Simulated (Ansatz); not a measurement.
Reaction (redistribution): `[NH2][W]([NH2])(=[O])=[S]` + `NCC[SiH2]F` → `[NH2][W](=[O])([F])=[S]` + `NCC[SiH2]N`

Calculated with Ansatz (gas phase, PBE0-D4/def2-TZVP geometries, no zero-point term in ΔE). CCSD(T)/CBS is the MP2 limit (def2-TZVPP, def2-QZVPP) plus CCSD(T) − MP2 in def2-TZVPP, frozen cores. Functionals use def2-TZVPP. B3LYP here is the variant with VWN-RPA as its local correlation; programs differ in this. Elements past krypton have def2 core potentials. For W outer-core shells are correlated without core-valence functions, which leaves a few kJ/mol of doubt a bond. Each species was taken in one conformer, which may not be the lowest.

Question: Is it downhill or uphill in electronic energy at CCSD(T)/CBS, and by how much? (Estimate.)

Answer: Ansatz gave: Uphill: ΔE = +41.7 kJ/mol.

Question: What do these levels give: PBE-D4, PBE0-D4, B3LYP-D4, ωB97X-V, ωB97M-V, PBE, HF/def2-TZVPP, SCS-MP2/def2-TZVPP, CCSD(T)/def2-TZVPP, HF/def2-QZVPP, SCS-MP2/def2-QZVPP, CCSD/CBS(def2)? (Estimate.)

Answer: The calculation gave: PBE-D4 27.0, PBE0-D4 32.5, B3LYP-D4 34.2, ωB97X-V 31.2, ωB97M-V 32.8, PBE 26.4, HF/def2-TZVPP 43.1, SCS-MP2/def2-TZVPP 41.5, CCSD(T)/def2-TZVPP 40.7, HF/def2-QZVPP 43.3, SCS-MP2/def2-QZVPP 42.1, CCSD/CBS(def2) 43.0 kJ/mol.

Largest T1 diagnostic among the species: 0.022, so the coupled-cluster value is less sure than usual.

From PBE to PBE0 (25 % exact exchange), in def2-TZVPP and without D4, ΔE moves by +5.6 kJ/mol.
